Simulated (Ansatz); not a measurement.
`C[C@@]12[C@H]3[C@H]4[C@H]5[C@@H]1[HfH2]45321678[C@@H]2[C@H]1[C@H]6[C@@]7(C)[C@@H]28` at its PBE0-D4/def2-TZVP geometry, where that method's forces vanish. The species carries charge 0 and has multiplicity 1. Hf takes the def2 core potential.

```xyz
29

C    -2.5099    1.9948   -1.3564
C    -1.8063    1.6010   -0.1023
C    -0.5005    1.9728    0.2804
C    -0.2348    1.4365    1.5656
C    -1.3854    0.7359    1.9859
C    -2.3404    0.8213    0.9510
Hf   -0.3968   -0.5014    0.0511
C     1.2848   -0.1171   -1.7102
C     0.8358   -1.4399   -1.9113
C     1.2482   -2.2055   -0.8004
C     1.9829   -1.3761    0.0802
C     2.6561   -1.8012    1.3407
C     1.9966   -0.0837   -0.4847
H    -3.0500    2.9355   -1.2113
H    -1.8087    2.1420   -2.1798
H    -3.2281    1.2327   -1.6590
H     0.1754    2.5783   -0.3068
H     0.6778    1.5601    2.1305
H    -1.5034    0.2072    2.9183
H    -3.3173    0.3596    0.9473
H    -0.4733   -1.7460    1.4367
H    -1.7214   -1.0203   -1.1530
H     1.1312    0.7167   -2.3800
H     0.2580   -1.7950   -2.7496
H     1.0331   -3.2510   -0.6330
H     2.1141   -2.6173    1.8191
H     2.7252   -0.9784    2.0547
H     3.6748   -2.1430    1.1323
H     2.4823    0.7816   -0.0560
```

Q: What forces (eV/Å) does ωB97M-V/def2-TZVPP give on these atoms in the Gaussian-basis code of Ansatz? (Best estimate.)

A: The calculation gave: 
```
C1  -0.152  0.094 -0.221
C2   0.115 -0.010  0.142
C3   0.030  0.106 -0.110
C4   0.119  0.004  0.124
C5  -0.031  0.002  0.135
C6  -0.128 -0.057  0.018
Hf7 -0.086 -0.111  0.011
C8  -0.037  0.098 -0.131
C9  -0.004 -0.046 -0.129
C10 -0.024 -0.138  0.004
C11 -0.052  0.091 -0.155
C12  0.152 -0.098  0.227
C13  0.104  0.067  0.090
H14  0.045 -0.079 -0.011
H15 -0.034 -0.015  0.046
H16  0.049  0.041  0.020
H17 -0.036 -0.031  0.025
H18 -0.056 -0.003 -0.031
H19  0.010  0.035 -0.070
H20  0.061  0.031 -0.003
H21 -0.013 -0.006 -0.030
H22 -0.001 -0.012  0.032
H23  0.014 -0.050  0.036
H24  0.038  0.026  0.063
H25  0.015  0.067 -0.008
H26  0.029  0.058 -0.032
H27 -0.012 -0.047 -0.042
H28 -0.090  0.030  0.018
H29 -0.025 -0.046 -0.018
```
